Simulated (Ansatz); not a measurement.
Born–Oppenheimer molecular dynamics of BrH₅OSi (8 atoms, charge 0, multiplicity 1). It starts at the highest image of a converged band. Of that band: Neighbouring images differ by up to 1.6 eV, so the band resolves the path poorly. A vibrational analysis at the climbing image gives one clearly imaginary mode, 608i cm⁻¹: a first-order saddle point.

All numbers below come from RHF/def2-SVP in Ansatz.

- ensemble: NVE (velocity Verlet)
- time step: 0.5 fs
- steps asked: 200
- starting velocities drawn for: 100 K
- seed: 10664

First frame:

```xyz
8
Properties=species:S:1:pos:R:3
Si 0.094 -0.124 -0.168
H -0.114 0.020 1.552
H 1.451 0.228 -0.527
O -0.766 1.265 -0.313
H -1.710 1.279 -0.325
H -0.720 -1.228 -0.651
Br 1.441 -2.293 1.104
H 0.351 -0.678 1.567
```

Problem. What does the run give?

Solution. The run went to its last step.

- steps done: 200
- time covered: 100 fs
- mean temperature over the second half: 2455 K
- spread of the potential energy over the second half: 74.2 meV per atom
- mean potential energy of the second half above the start: -228.3 meV per atom

The conserved energy stayed within 0.062 meV per atom of its start (net change 0.047 meV per atom), so the integration is sound. The kinetic energy rose, since the run started high on the potential surface and went downhill. It ends in pieces (BrH3OSi + H2), so much of that is their flight and rotation, not heat. A run of 0.1 ps of so small a system gives no equilibrium averages. The orbitals stay closed-shell, which can raise the energy where a bond breaks towards radicals; this wasn't checked here.

Problem. What happens to the structure?

Solution. Between its relaxed ends the band would form Si1–Br7, H2–H8 and break Si1–H2, Br7–H8. These pairs go: Si1–Br7 2.85 → 2.29 Å, H2–H8 0.84 → 0.75 Å, Si1–H2 1.74 → 7.84 Å, Br7–H8 2.00 → 7.68 Å. In the last frame they stand as after the step (other bonds may differ from the relaxed reactants and products). It ends as BrH3OSi + H2. Pairs count as bonded within 1.25 times the sum of covalent radii (0.12 Å more for H–H). This is one draw of velocities; another would differ in detail.

Problem. How do temperature and energy run in time?

Solution. 
```
time (fs)  T (K)  potential energy less start (eV)  conserved less start (meV/atom)
        0    100                             0.000                             0.00
        8     76                             0.019                             0.02
       16    189                            -0.069                             0.02
       24    362                            -0.203                             0.03
       32    790                            -0.535                             0.01
       40   1474                            -1.066                             0.00
       48   2195                            -1.625                             0.01
       56   2887                            -2.161                             0.01
       64   3282                            -2.468                             0.01
       72   3152                            -2.367                             0.01
       80   2603                            -1.941                             0.01
       88   1746                            -1.276                             0.01
       96   1098                            -0.774                             0.05
```

The run took 5 min on 1 thread of Arm Neoverse V2, on a shared host, peak memory 0.16 GiB.
